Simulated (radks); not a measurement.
O I, configuration 1s1.75 2s2 2p4.25 (fractional occupations, a model configuration).

Calculated with a radial shooting solver on a logarithmic mesh with Libxc functionals: scalar-relativistic Kohn-Sham, AM05, spin-polarised, spherical densities, point nucleus; open shells are filled with parallel spins first.

Energy parts (eV):
| part | energy |
|---|---|
| total | -1904.391 |
| kinetic | 1898.606 |
| electron-nucleus | -4552.888 |
| Hartree | 955.123 |
| exchange-correlation | -205.232 |

Orbitals (lengths in bohr, moments of r in powers of bohr; r(max) is where P^2 peaks; r(90%) holds 90 % of the orbital's charge):
orbital  occ.  eigenvalue (eV)     <r>  <1/r>  r(max)  r(90%)
1s up       1        -529.6465  0.1982  7.673  0.1287   0.355
1s down  0.75        -522.3950  0.1985  7.662  0.1289   0.355
2s up       1         -25.6500   1.110  1.319  0.8523    1.78
2s down     1         -22.5817   1.144  1.279  0.8671    1.85
2p up       3         -10.8119   1.181  1.173  0.7766    2.06
2p down  1.25          -7.8250   1.285  1.102  0.8092    2.28

The highest occupied level is 2p down at -7.825 eV. Summed over all electrons, <r^2> = 11.51 bohr^2, which gives a Langevin (diamagnetic) susceptibility term of -9.11 x 10^-6 cm^3/mol.
